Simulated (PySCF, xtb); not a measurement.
Ti(Me)(H)3 (CH6Ti), SMILES [CH3][TiH3], multiplicity 1.

GFN2-xTB in xtb 6.7.1 at its own geometry gives an orbital gap of 1.72 eV and a dipole moment of 1.49 D.

The structure is a stationary point at B3LYP-D3(BJ)/def2-TZVP. The geometry has at least one imaginary mode, so it is a saddle point at that level. The multiplicity is an assumed one; no other spin state was optimised. The structure was generated by enumeration; whether it is a known compound was not checked.

### Question
What does ωB97X/def2-TZVPD (PySCF) give? (The exact figures need the calculation; the answer reports its results.)

### Answer
gap 10.58 eV (levels -10.83 and -0.25 eV), dipole 1.09 D.
